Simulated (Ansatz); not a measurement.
`C=C[Si](O)(O)C=C`. Total charge 0; spin multiplicity 1.

Z-matrix (Å, degrees):
```
Si
C 1 1.852
O 1 1.649 2 104.5
O 1 1.647 2 111.9 3 -120.9
C 1 1.854 2 112.8 3 122.4
C 2 1.331 1 123.5 3 -7.9
H 2 1.089 1 118.3 3 172.3
H 3 0.958 1 117.2 2 163.1
H 4 0.959 1 116.8 2 57.8
C 5 1.331 1 122.8 2 -25.1
H 5 1.090 1 119.0 2 154.7
H 6 1.086 2 121.2 1 0.1
H 6 1.087 2 122.2 1 179.8
H 10 1.087 5 122.4 1 -179.6
H 10 1.087 5 121.5 1 0.7
```

Question: Give the diagnostics of a CCSD(T)/def2-TZVPP run (frozen core, Ansatz 0.2.0). (Best estimate.)

Answer: Computed: T1 = 0.0118, largest single amplitude 0.011, largest double 0.044, (T) share of the correlation energy 4.1 %, 9 CCSD cycles. The RHF solution is stable towards an unrestricted one. T1 lies under the customary mark of 0.02 for closed shells.
